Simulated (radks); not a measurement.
Results of a calculation; reference values are marked as such.
Q: Code: a radial shooting solver on a logarithmic mesh with Libxc functionals. Model: scalar-relativistic Kohn-Sham, LDA (Slater exchange, VWN5 correlation), spin-polarised, spherical densities, finite nucleus; open shells are filled with parallel spins first (spin-orbit coupling, left out, can overturn this in heavy ions); Fermi nuclear charge, rms radius of each element as measured or else 0.836 A^(1/3) + 0.57 fm. Response by self-consistent Sternheimer equations with the Hartree and adiabatic LDA kernel, the relativistic mass of each level held fixed and spin-orbit coupling left out. For heavy and open-shell atoms this level of theory can miss by tens of per cent. Rank Mo+, Os3+, Hf+, Si2+, Pb, V3+, Cl, Se2+ (NIST ground configurations) by static dipole polarisability, largest first.

A: Pb 66.72, Hf+ 48.96, Mo+ 22.30, Cl 15.83, Si2+ 11.21, Se2+ 9.092, Os3+ 7.126, V3+ 2.304 bohr^3.
